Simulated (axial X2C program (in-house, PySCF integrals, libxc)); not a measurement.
# Low determinants of InBr⁻ at the PBE0 level, with spin–orbit coupling

All values were computed with an axial X2C code built on PySCF integrals. Two-component (2c) means X2C with spin–orbit coupling and atomic mean-field two-electron Coulomb and Gaunt terms. Basis: In dyall-acv3z [12s13p10d5f1g], Br dyall-acv3z [9s10p7d5f1g] (cores contracted in-house); Gaussian nuclei, density fitting, unrestricted open shells. Masses: In 114.904 u, Br 78.918 u.

Search at 2.761 Å (vertical energies from the lowest determinant):

```csv
ΔE (eV),state,electrons beyond evenly filled partner blocks,"electrons in ±ω = 1/2, 3/2, 5/2, 7/2"
0.00,Ω = 1/2,ω = 1/2,55 24 6 0
0.14,Ω = 3/2,ω = 3/2,54 25 6 0
2.40,Ω = 5/2,ω = 5/2,54 24 7 0
3.62,Ω = 1/2,"2 × ω = -1/2, ω = 3/2",54 25 6 0
3.83,Ω = 5/2,"2 × ω = 1/2, ω = 3/2",54 25 6 0
4.24,Ω = 3/2,3 × ω = 1/2,55 24 6 0
4.58,Ω = 5/2,"ω = -1/2, 2 × ω = 3/2",55 24 6 0
```

Lowest determinant, Ω = 1/2 (⟨Sz⟩ = -0.50, ⟨Lz⟩ = 1.00 at PBE0): Re = 2.743 Å, ωe = 148.5 cm⁻¹.

The determinant in row 2 of the search, Ω = 3/2 (⟨Sz⟩ = 0.50, ⟨Lz⟩ = 1.00 at PBE0), was followed along the bond at PBE0; measured from the minimum of the lowest determinant it gives:

Te = 0.137 eV (1108 cm⁻¹), Re = 2.730 Å, ωe = 152.0 cm⁻¹.

Q: Compare the bond of the determinant in row 2 with that of the lowest one.

A: At PBE0 its Re is 0.013 Å shorter and its force constant, which goes as ωe², is 1.05 times that of the lowest determinant. T0 ≈ Te + Δωe/2 = 1108 + (2) = 1110 cm⁻¹.

The search compares states at one distance, so a state with another bond length can lie lower; it is not exhaustive and yields mostly the lowest determinant of each block pattern, so other components and higher states of one pattern are missing. These are energies of single determinants, not of spin-adapted states; PBE0 term energies can be off by some tenths of an eV, and the functional has no current term. For an anion, determinants above electron detachment are held by the basis set. The highest occupied level of some functionals is positive through self-interaction error; at Hartree–Fock it is bound. Row 1 has a positive highest level at its minimum. Row 2 has a positive highest level at its minimum.
